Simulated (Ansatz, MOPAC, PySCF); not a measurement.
Complex: C2H2 (SMILES C#C) (first 4 atoms) with N2 (SMILES N#N); geometry from B3LYP-D3(BJ)/def2-TZVP, rigid monomers moved along the line of their centres of mass till H4···N6 is 3.63 Å.
(charge 0, multiplicity 1):
```xyz
6

C     -0.437     0.428    -1.031
C     -0.041     0.040     0.030
H     -0.790     0.773    -1.972
H      0.309    -0.302     0.974
N      0.601    -0.590     5.659
N      0.675    -0.661     4.573
```

Counterpoise-corrected where a basis set is named; no monomer relaxation. Rows marked so take none.

Frozen-core correlation. CBS(a, b) extrapolates the correlation energy as X⁻³ and adds the Hartree–Fock energy of set b. Rows in 3-21G, 6-311+G**, 6-31G* carry no dispersion term and start afresh at each structure (6-31G* with six Cartesian d functions). The state that AM1, PM3, PM6 reach isn't checked.

Programs: Ansatz (a first-principles code); MOPAC for AM1, PM3, PM6 (differences of heats of formation); PySCF for 3-21G rows, 6-311+G** rows, 6-31G* rows, the dispersion terms. Values without a source in brackets are computed.

Other levels give for the interaction energy: PBE/def2-TZVPPD -0.27; B3LYP/def2-TZVPPD -0.14; B3LYP-D3(BJ)/def2-TZVPPD -0.30; wB97M-V/def2-TZVPPD -0.30; MP2/CBS(aug-cc-pVDZ, aug-cc-pVTZ) + ΔCCSD(T)/aug-cc-pVDZ -0.32 kcal/mol.

Question: What do these common cheap choices give for the same quantity: AM1, PM3, PM6, HF/3-21G (no counterpoise), HF/6-31G*, B3LYP/3-21G (no counterpoise), B3LYP/6-31G*, B3LYP/6-311+G** (no counterpoise)?

Answer: AM1 -0.13; PM3 -0.14; PM6 -0.20; HF/3-21G (no counterpoise) -0.44; HF/6-31G* -0.19; B3LYP/3-21G (no counterpoise) -0.46; B3LYP/6-31G* -0.17; B3LYP/6-311+G** (no counterpoise) -0.20 kcal/mol. They span -0.46 to -0.13 kcal/mol.
